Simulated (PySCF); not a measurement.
A structure optimised at B3LYP-D3(BJ)/def2-SVP, used in a PySCF frequency run:

```
Si
N 1 1.7268
H 2 1.0161 1 117.53
C 2 1.4493 3 113.96 1 -169.73
H 4 1.1013 2 109.63 3 -176.76
H 4 1.1056 5 107.10 2 -121.61
H 4 1.1072 5 107.07 6 -114.97
N 1 1.7437 2 113.70 3 47.52
H 8 1.0170 1 129.91 2 58.36
C 8 1.4728 9 118.54 1 -172.30
H 10 1.1062 8 112.92 9 -61.09
H 10 1.1068 11 107.37 8 -125.96
H 1 1.4985 2 102.70 3 177.36
Si 10 1.9353 11 113.80 12 -124.85
H 14 1.4949 10 114.44 11 117.66
H 14 1.4954 15 108.03 10 127.00
```
Charge 0, spin multiplicity 1.

**Question.** Write its SMILES and formula.

**Answer.** CN[Si@@H]1NC[SiH2]1, C2H10N2Si2

**Question.** What are its rotational constants (standard atomic weights)?

**Answer.** 4.8607, 1.2882, 1.1147 GHz
